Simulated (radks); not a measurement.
Values are calculated unless marked as measured or tabulated.
Valence configurations of the arsenic ion As2+ (all share [Ar]). Code: a radial shooting solver on a logarithmic mesh with Libxc functionals. Model: scalar-relativistic Kohn-Sham, LDA (Slater exchange, Perdew-Wang correlation), spin-polarised, spherical densities, finite nucleus; open shells are filled with parallel spins first; Fermi nuclear charge, rms radius 4.0968 fm. Energies are relative to 3d10 4s2 4p1; eigenvalues in eV for spin up.

valence          E (eV)  moment (Bohr magnetons)    e(3d)    e(4p)    e(4s)
3d10 4s2 4p1      0.000                        1  -62.293  -23.381  -34.200
3d8 4s2 4p3      93.683                        5  -87.443  -28.696  -41.228
3d9 4s2 4p2      42.720                        3  -74.610  -26.116  -37.816
3d9.5 4s2 4p1.5  20.359                        2  -68.386  -24.773  -36.038
3d10 4s1 4p2      8.839                        3  -63.813  -24.748  -35.775
3d6 4s2 4p5      228.25                        5  -114.90  -32.685  -46.718

NIST lists [Ar] 3d10 4s2 4p1 as the ground configuration; this level of theory agrees among the configurations tried. The energies are those of spherical high-spin densities, not of single terms.
